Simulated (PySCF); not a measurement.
Structure with atom numbers: `[CH3:1][C:2](=[O:3])[C@@H:4]1[CH2:5][CH2:6][O:7][BH:8][O:9]1`. Each H is labelled by its parent atom. Ha(C5), Ha(C6) are cis to C2 on the ring; Hb(C5), Hb(C6) are trans to C2 on the ring.

PySCF 2.14.0 with density-fitted response routines calculation with PBE/pcSseg-1 with gauge-including orbitals and geometry: PBE0-D3(BJ)/def2-SVP; equivalent nuclei averaged, single conformer, isolated molecule, relativity neglected.

List the cross peaks expected in HSQC, COSY and HMBC spectra.

## Answers



HSQC (one-bond C–H):
```csv
δH,δC
4.23 (H(C4)),81.2 (C4)
3.85 (Hb(C6)),62.5 (C6)
3.80 (Ha(C6)),62.5 (C6)
2.63 (Ha(C5)),30.0 (C5)
2.42 (H(C1)),29.4 (C1)
1.69 (Hb(C5)),30.0 (C5)
```

COSY cross peaks (H two or three bonds apart, from the bond graph; peaks can be absent where the dihedral angle is near 90°):
```csv
δH,δH
4.23 (H(C4)),2.63 (Ha(C5))
4.23 (H(C4)),1.69 (Hb(C5))
3.85 (Hb(C6)),3.80 (Ha(C6))
3.85 (Hb(C6)),2.63 (Ha(C5))
3.85 (Hb(C6)),1.69 (Hb(C5))
3.80 (Ha(C6)),2.63 (Ha(C5))
3.80 (Ha(C6)),1.69 (Hb(C5))
2.63 (Ha(C5)),1.69 (Hb(C5))
```

HMBC (two and three bonds, from the bond graph):
```csv
δH,δC
4.25 (H(B8)),"81.2 (C4), 62.5 (C6)"
4.23 (H(C4)),"214.5 (C2), 62.5 (C6), 30.0 (C5), 29.4 (C1)"
3.85 (Hb(C6)),"81.2 (C4), 30.0 (C5)"
3.80 (Ha(C6)),"81.2 (C4), 30.0 (C5)"
2.63 (Ha(C5)),"214.5 (C2), 81.2 (C4), 62.5 (C6)"
2.42 (H(C1)),"214.5 (C2), 81.2 (C4)"
1.69 (Hb(C5)),"214.5 (C2), 81.2 (C4), 62.5 (C6)"
```

Shifts are taken against calculated references (same method and geometry level): TMS for ¹H (σref 31.20) and ¹³C (σref 180.03).

Hydrogens on boron are broadened and split by ¹¹B (spin 3/2, 80 %) and 10B (spin 3). Shifts are as computed. Against solution values, carbons near 30 ppm lie about +2 ppm off and those near 130 ppm about +2 ppm. Of 1211 compounds with measured shifts, 218 miss one by over three times the rms of a fit or turn the order of signals round; such compounds aren't used in these exercises.
